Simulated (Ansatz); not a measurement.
2,4-difluorobenzenesulfonate (C₆H₃F₂O₃S⁻). Charge -1, multiplicity 3. Geometry r2SCAN-D4/def2-SVP, that of the charge -1 singlet; atoms count from 1.

```xyz
15

O     2.215   -2.110    0.844
S     2.057   -1.340   -0.412
O     1.696   -2.155   -1.602
O     3.091   -0.308   -0.656
C     0.541   -0.355   -0.112
C    -0.574   -0.505   -0.938
C    -1.748    0.233   -0.736
C    -1.783    1.134    0.323
F    -2.903    1.859    0.543
C    -0.695    1.317    1.175
C     0.456    0.563    0.939
F     1.492    0.746    1.761
H    -0.482   -1.229   -1.754
H    -2.625    0.121   -1.379
H    -0.739    2.029    2.003
```

The highest occupied level of the charge -1 triplet lies above zero (up to 0.67 eV). By energy differences its removal costs 0.39 eV (vertical, to the charge 0 doublet, at PBE0-D4/def2-SVP); self-interaction error and the lack of diffuse functions both raise the level.

Problem. Estimate the Mulliken populations from the PBE0/def2-SVP orbitals of Ansatz.

Solution. 
| atom | charge (e) | spin (α − β) |
| --- | --- | --- |
| O1 | -0.54 | 0.09 |
| S2 | 1.02 | -0.05 |
| O3 | -0.58 | 0.00 |
| O4 | -0.54 | 0.09 |
| C5 | -0.21 | 0.62 |
| C6 | -0.01 | -0.28 |
| C7 | -0.10 | 0.60 |
| C8 | 0.25 | 0.56 |
| F9 | -0.24 | 0.04 |
| C10 | -0.15 | -0.29 |
| C11 | 0.25 | 0.58 |
| F12 | -0.19 | 0.05 |
| H13 | 0.03 | 0.01 |
| H14 | 0.00 | -0.03 |
| H15 | 0.00 | 0.01 |
Mulliken values and Mayer orders depend strongly on the basis.

Problem. Where does the spin sit?

Solution. Summed by element: O 0.19, S -0.05, C 1.79, F 0.10, H -0.02, of 2 unpaired in all. Largest on single atoms: C5 0.62, C7 0.60, C11 0.58.

Problem. And the Mayer bond orders between bonded heavy atoms (over 0.3)?

Solution. O1–S2 1.57 (1.48 Å); S2–O3 1.59 (1.49 Å); S2–O4 1.57 (1.48 Å); S2–C5 0.83 (1.83 Å); C5–C6 1.41 (1.40 Å); C5–C11 0.94 (1.40 Å); C6–C7 1.39 (1.40 Å); C7–C8 0.95 (1.39 Å); C8–F9 1.02 (1.35 Å); C8–C10 1.34 (1.39 Å); C10–C11 1.34 (1.40 Å); C11–F12 1.10 (1.34 Å).
